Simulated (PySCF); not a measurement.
## I⁺ (iodine, charge +1) across methods

[Kr] 4d10 5s1 5p5, high-spin 3P determinant (an excited configuration). Calculation: PySCF 2.14, in aug-cc-pVQZ-PP with one added diffuse shell each of s, p, d, f, g type with ECP28MDF (8s8p6d4f3g, 117 functions); scalar relativity through the core potential.

```csv
method,E (hartree),mean ε 5s α (eV),mean ε 5p α (eV),mean ε 5p β (eV),Σ⟨r²⟩ (bohr²),⟨S²⟩
wB97X-V,-294.8608,-32.899,-20.236,-18.259,49.82,2.004
LDA,-294.4621,-27.985,-16.669,-15.353,49.72,2.002
B3LYP,-294.9789,-29.557,-17.587,-15.898,49.91,2.004
revPBE,-294.9424,-27.750,-16.558,-15.079,49.76,2.004
r2SCAN,-295.0081,-28.745,-17.094,-15.257,49.69,2.008
UHF,-293.87018,-36.019,-21.337,-17.351,50.70,2.017
PBE,-294.8805,-27.779,-16.574,-15.142,49.78,2.004
```

**Question.** Estimate the same row for PBE0.

**Answer.** E (hartree) = -294.8962; mean ε 5s α (eV) = -30.069; mean ε 5p α (eV) = -17.970; mean ε 5p β (eV) = -16.005; Σ⟨r²⟩ (bohr²) = 49.81; ⟨S²⟩ = 2.005.

Energies and moments cover only the electrons outside the core potential.
